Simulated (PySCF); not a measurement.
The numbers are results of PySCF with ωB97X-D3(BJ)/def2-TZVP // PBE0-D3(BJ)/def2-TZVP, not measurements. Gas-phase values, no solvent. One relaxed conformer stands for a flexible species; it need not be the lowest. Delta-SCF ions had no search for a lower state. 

Reference species (SMILES): `C=C(O)C[SiH3]` (C–C–O–H torsion 0°, O–C–C–Si torsion -69°) (neutral, multiplicity 1).

```json
{
  "vertical ionisation energy (Delta-SCF)": "8.81 eV",
  "HOMO": "-8.96 eV"
}
```

Changed species: `C(=C/CO)/[SiH3]` (H–O–C–C torsion 73°, O–C–C–C torsion 8°).

Q: Give the shifts of the vertical ionisation energy (Delta-SCF) and HOMO.

A: the vertical ionisation energy (Delta-SCF) rises by 1.02 eV, to 9.83 eV; the HOMO drops by 1.04 eV, to -10.00 eV.
